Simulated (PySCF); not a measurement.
## Assignment exercise: C6H10F2

Bonds (- single, = double, # triple, : aromatic): F1-C2, C2-F3, C2-C4, C4-C5, C5-C6, C6-C7, C7-C8, C8-C2. C4 carries H9, H10; C5 carries H11, H12; C6 carries H13, H14; C7 carries H15, H16; C8 carries H17, H18.

PySCF 2.14 calculation with structure optimised with PBE0-D3(BJ)/def2-SVP, J: B3LYP/pcJ-1 (spin–dipole term only in couplings to heteroatoms) and NMR shieldings at B3LYP/pcSseg-1/GIAO; non-relativistic Hamiltonian, no solvent, rapidly exchanging positions averaged, single conformer.

δ = σ(ref) − σ, references computed at the same level: 13C (σref 179.24) and 1H (σref 31.38) vs TMS.

Q: Assign these signals to the numbered atoms. 13C{1H} NMR (computed): δ 125.8 (C, t, J = 295.2 Hz), 38.1 (CH2, t, J = 24.4 Hz), 28.5 (CH2), 26.5 (CH2, t, J = 3.9 Hz).

A: 
125.8 → C2, fully substituted sp3 carbon bonded to 2 F: 2 electronegative neighbours deshield it
38.1 → C4/C8, sp3 CH2 in a ring: a saturated carbon with 2 carbon neighbours and no heteroatom attached
28.5 → C6, sp3 CH2 in a ring
26.5 → C5/C7, sp3 CH2 in a ring

C6 and C5/C7 lie closer than the usual error of such a calculation, so a measured spectrum could show them in the other order.

Q: Assign these signals to the numbered atoms. 1H NMR (500 MHz, computed): δ 1.68 (m, 4H), 1.56 (m, 4H), 1.31 (m, 2H).

A: 
1.68 → H9/H10/H17/H18, hydrogen on an sp3 CH2 in a ring
1.56 → H11/H12/H15/H16, hydrogen on an sp3 CH2 in a ring: far from electronegative atoms and π systems
1.31 → H13/H14, hydrogen on an sp3 CH2 in a ring

H9/H10/H17/H18 and H11/H12/H15/H16 lie closer than the usual error of such a calculation, so a measured spectrum could show them in the other order.

C–F couplings over four or more bonds (about 3 Hz to the para carbon of a fluoroarene) are left out. Common functionals overestimate the size of one-bond C–F couplings by tens of Hz; these are unscaled. Splittings below 1 Hz are ignored in the labels, and close J values are merged. Couplings among chemically equivalent protons are left out too, so labels in AA′BB′ or AA′XX′ sets are apparent multiplicities. Unscaled 3J(H,H) at this level run about 10 % above measured values. Shifts are as computed. Against solution values, carbons near 30 ppm lie about +2 ppm off and those near 130 ppm about +6 ppm. Of 1211 compounds with measured shifts, 218 miss one by over three times the rms of a fit or turn the order of signals round; such compounds aren't used in these exercises.
